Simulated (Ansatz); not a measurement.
W₂O₄⁺, relaxed as a doublet with UKS r2SCAN-D4/def2-SVP in Ansatz, starting from the GFN2-xTB geometry. Force threshold 0.02 eV/Å.

In the def2 sets W takes a core potential; there is no spin–orbit coupling. The charge 1 doublet is spin-contaminated (final ⟨S²⟩ up to 1.56, 0.75 for a pure state). The relaxation made no stability test and no search for a lower SCF solution. No other spin state of charge 1 was run. Another isomer (doublet) lies 0.28 eV lower at PBE0-D4/def2-TZVP; other spin states weren't run for this one.

Start:

```xyz
6

W     0.334   -0.941    1.171
W    -0.330    0.944   -1.170
O     0.874    1.616   -0.108
O    -0.972    0.139    1.566
O     1.356   -1.236   -0.207
O    -1.262   -0.523   -1.251
```

```csv
step,energy (eV),largest force component (eV/Å),SCF passes
1,-11821.3199,1.311,38
2,-11822.2071,1.876,116
3,-11822.5664,3.344,72
4,-11823.5964,0.764,51
5,-11823.7885,1.216,46
6,-11823.8784,0.699,42
7,-11823.8969,0.545,46
8,-11823.9153,0.450,48
9,-11823.9193,0.286,40
10,-11823.9208,0.378,39
11,-11823.9215,0.392,39
14,-11823.9240,0.455,42
17,-11823.9263,0.432,39
20,-11823.9293,0.347,43
23,-11823.9324,0.232,41
26,-11824.1452,2.882,68
29,-11825.7449,3.493,50
32,-11826.1536,0.487,48
35,-11826.1727,0.103,45
38,-11826.1931,0.103,48
41,-11826.2034,0.099,40
44,-11826.2081,0.037,42
47,-11826.2089,0.010,40
```

Force components are those of the run's own axes.

End:

```xyz
6

W     0.7463   -0.4112    1.1764
W    -0.8792    1.4866   -1.5773
O     0.0799    0.9245   -0.1501
O    -0.0218   -0.3495    2.6884
O     0.7274   -2.0286    0.6624
O    -0.6525    0.3781   -2.7999
```

Bonds formed: W1–O3 (atoms count from 1).

No frequencies were taken in this run, so the end may be a saddle point.

It took 3.7 min on 4 threads of Arm Neoverse V2 on a shared host.
